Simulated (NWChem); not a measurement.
# C$_{4}$H$_{4}$F$_{2}$; SMILES C=C(F)/C=C\F

```xyz
10

C      0.3351     2.2361     0.0000
C      0.0093     0.9387     0.0000
F     -1.2761     0.5822     0.0000
C      0.9547    -0.1640     0.0000
C      0.6826    -1.4740     0.0000
F     -0.5354    -1.9851     0.0000
H     -0.4434     2.9999     0.0000
H      1.3813     2.5402     0.0000
H      2.0123     0.1062     0.0000
H      1.4625    -2.2415     0.0000
```
Atoms are numbered in this order, from 1.

All runs: NWChem. Geometry: optimised at PBE0/def2-SVP.

Order these by “highest occupied level (eV)”, lowest first: CAM-B3LYP/def2-SVP; PBE/def2-SVP; B3LYP/def2-SVP; PBE0/def2-SVP.

CAM-B3LYP/def2-SVP (-7.99), PBE0/def2-SVP (-6.78), B3LYP/def2-SVP (-6.52), PBE/def2-SVP (-5.61)
